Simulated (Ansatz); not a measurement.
Harmonic frequencies (cm⁻¹) at PBE0-D4/def2-TZVP from Ansatz: 138, 242, 370, 396, 497, 602, 722, 742, 802, 886, 952, 1049, 1128, 1191, 1352, 2317, 3138, 3898.

Each molecule was computed in one conformer, which needn't be the lowest.

Q: Which molecule is it?
A. `O[Si@H]1O[C@H]1F`
B. `FC1O[SiH2]O1`
C. `O[Si]1(F)CO1`
D. `O=CO[SiH2]F`

A: A.
